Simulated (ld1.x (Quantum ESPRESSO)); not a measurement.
Ca (Z = 20), PAW: configuration errors across variants

* Element: calcium (Ca)
* Generator: ld1.x (Quantum ESPRESSO) 7.5
* Type: PAW
* Functional: LDA (PZ)
* Relativity: fully relativistic
* Frozen core: [Ne]
* Valence charge: 10
* Reference configuration: 3s2 3p6 3d0 4s1.75 4p0.25
* Partial waves: 3s (bound): rcut 1.55, rcutus 1.95 bohr; 4s (bound): rcut 1.55, rcutus 1.95 bohr; 3p (bound): rcut 1.90, rcutus 2.30 bohr; 4p (bound): rcut 1.90, rcutus 2.30 bohr; 3d (bound, empty): rcut 1.50, rcutus 1.90 bohr; 3d channel at 3.25 Ry: rcut 1.50, rcutus 1.90 bohr
* Local potential: all-electron potential smoothed inside 1.90 bohr (lloc = -1)
* Core correction: Bessel-smoothed model core, default radius (core density twice the valence density)
* Augmentation charge: BESSEL, radius 1.15 bohr

Open shells are filled in proportion to 2j + 1 (rel_dist='average').

All-electron excitation energies from the reference (eV): (1) 3s2 3p6 3d0 4s2 4p0 -0.610; (2) 3s2 3p6 3d0 4s1 4p0 5.852; (3) 3s2 3p6 3d0 4s0 4p0 17.803; (4) 3s2 3p6 3d0 4s0 4p2 4.506; (5) 3s2 3p6 3d0 4s1.5 4p0 1.956; (6) 3s2 3p6 3d0 4s1 4p1 1.881; (7) 3s2 3p6 3d0.5 4s1.5 4p0 0.412.

3 further variants failed, have other tests or too few solved ones, and are left out.

Errors AE − PS in meV (a dash: test not solved or not reliable):

| change | (1) | (2) | (3) | (4) | (5) | (6) | (7) | bound ghosts |
| --- | --- | --- | --- | --- | --- | --- | --- | --- |
| base | +0.1 | +0.1 | +0.4 | +19 | +0.1 | +1.6 | +0.4 | not determined |
| all radii but the core radius scaled by about 0.93 (s 1.82, p 2.14, d 1.78 bohr, rcut 1.44/1.78/1.40); local potential all-electron potential smoothed inside 1.78 bohr (lloc = -1); augmentation BESSEL, radius 1.08 bohr | 0.0 | +0.1 | +0.4 | +9.2 | +0.1 | +0.9 | +0.5 | not determined |
| all radii but the core radius scaled by about 1.14 (s 2.22, p 2.62, d 2.16 bohr, rcut 1.76/2.16/1.70); local potential all-electron potential smoothed inside 2.16 bohr (lloc = -1); augmentation BESSEL, radius 1.32 bohr | -0.5 | +0.2 | +0.3 | -64 | -0.6 | -7.6 | -0.2 | not determined |
| all radii but the core radius scaled by about 1.23 (s 2.40, p 2.82, d 2.34 bohr, rcut 1.90/2.34/1.84); local potential all-electron potential smoothed inside 2.34 bohr (lloc = -1); augmentation BESSEL, radius 1.42 bohr | – | – | – | – | – | – | – | not determined |

(1) Give the same row for: all radii but the core radius scaled by about 0.85 (s 1.66, p 1.96, d 1.62 bohr, rcut 1.32/1.62/1.28); local potential all-electron potential smoothed inside 1.62 bohr (lloc = -1); augmentation BESSEL, radius 0.98 bohr.

Results:

(1) -0.2, -3.4, -19, +43, -1.1, +5.9, -1.8; bound ghosts: not determined.
